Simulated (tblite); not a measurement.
Isomers of C2H10F2Si3. All values are computed: GFN2-xTB (tblite) harmonic vibrations without scaling, gas phase. Against measured fundamentals such values can be off by several per cent, at times by over 20. Modes of hydrogen on silicon can be 10 to 20 % off. One conformer each.

Electronic energies: GFN2-xTB at the same geometries; isomer energies are rough at this level and their order can be wrong.

```json
{"SMILES": "C[Si@H]([SiH2][SiH3])C(F)F", "electronic energy, lowest = 0 (kJ/mol)": "229.2"}
{"SMILES": "FC[SiH2][C@H](F)[SiH2][SiH3]", "electronic energy, lowest = 0 (kJ/mol)": "240.1"}
{"SMILES": "FC(F)C([SiH3])([SiH3])[SiH3]", "electronic energy, lowest = 0 (kJ/mol)": "138.7"}
{"SMILES": "FC(F)C[SiH]([SiH3])[SiH3]", "electronic energy, lowest = 0 (kJ/mol)": "195.2"}
{"SMILES": "F[SiH2][C@](F)([SiH3])C[SiH3]", "electronic energy, lowest = 0 (kJ/mol)": "0.0"}
```

Problem. How do GFN2-xTB zero-point energies change the relative energies?

Solution. 
| SMILES | ZPE (kJ/mol) | of it from modes above 1550 cm⁻¹ | electronic (kJ/mol) | with ZPE, lowest = 0 (kJ/mol) | lowest mode (cm⁻¹) | rings |
| --- | --- | --- | --- | --- | --- | --- |
| F[SiH2][C@](F)([SiH3])C[SiH3] | 269.8 | 145.1 | 0.0 | 0.0 | 19 | 0 |
| FC(F)C([SiH3])([SiH3])[SiH3] | 264.6 | 139.5 | 138.7 | 133.5 | 58 | 0 |
| FC(F)C[SiH]([SiH3])[SiH3] | 275.5 | 145.7 | 195.2 | 200.9 | 14 | 0 |
| C[Si@H]([SiH2][SiH3])C(F)F | 278.3 | 150.6 | 229.2 | 237.6 | 13 | 0 |
| FC[SiH2][C@H](F)[SiH2][SiH3] | 272.4 | 146.4 | 240.1 | 242.7 | 10 | 0 |

The zero-point energies span 13.7 kJ/mol, from `FC(F)C([SiH3])([SiH3])[SiH3]` to `C[Si@H]([SiH2][SiH3])C(F)F`. The order is unchanged.
